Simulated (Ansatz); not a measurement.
Consider the formal exchange of groups at a C–N bond: `O=C=NCO` + `[CH3][InH2]` → `[CH3][InH][CH2]O` + `N=C=O`.

Isolated molecules relaxed with PBE0-D4/def2-TZVP in Ansatz; ΔE leaves out vibrations. CBS: MP2 limit from def2 TZ/QZ plus the TZ coupled-cluster correction, frozen cores. This one scheme is used for every species. Functionals use def2-TZVPP. Elements past krypton have def2 core potentials. For In outer-core shells are correlated without core-valence functions, which leaves a few kJ/mol of doubt a bond. One conformer a species, not always the lowest.

| species | r2SCAN energy (Eh) |
| --- | --- |
| `O=C=NCO` | -283.18394 |
| `[CH3][InH2]` | -231.26959 |
| `[CH3][InH][CH2]O` | -345.78232 |
| `N=C=O` | -168.67190 |

**Question.** Work out ΔE.

**Answer.** ΔE = (-345.78232) + (-168.67190) − (-283.18394) − (-231.26959) = -0.00069 Eh = -1.8 kJ/mol. CCSD(T)/CBS gives -9.0 kJ/mol.

Largest T1 diagnostic among the species: 0.018.

In def2-TZVPP, CCSD(T) changes the Hartree–Fock value by −22.1 kJ/mol (the triples alone add −1.9 kJ/mol) and MP2 by −25.1 kJ/mol. From PBE to PBE0 (25 % exact exchange), in def2-TZVPP and without D4, ΔE moves by +5.2 kJ/mol.
